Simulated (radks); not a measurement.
Q: Neutral lithium, 3 electrons, occupied as [He] 2s1 (the NIST ground configuration). Calculated with a radial shooting solver on a logarithmic mesh with Libxc functionals: non-relativistic Kohn-Sham, HCTH/407, spin-polarised, spherical densities, point nucleus; open shells are filled with parallel spins first. Some entries of the table are withheld. Estimate them.

orbital  occ.  eigenvalue (Ry)  r(max) (bohr)
1s up       1              (1)            (2)
1s down     1              (3)            (4)
2s up       1         -0.24414            (5)

A: 
(1) 1s up eigenvalue (Ry): -3.83157
(2) 1s up r(max) (bohr): 0.3620
(3) 1s down eigenvalue (Ry): -3.82615
(4) 1s down r(max) (bohr): 0.3628
(5) 2s up r(max) (bohr): 3.103
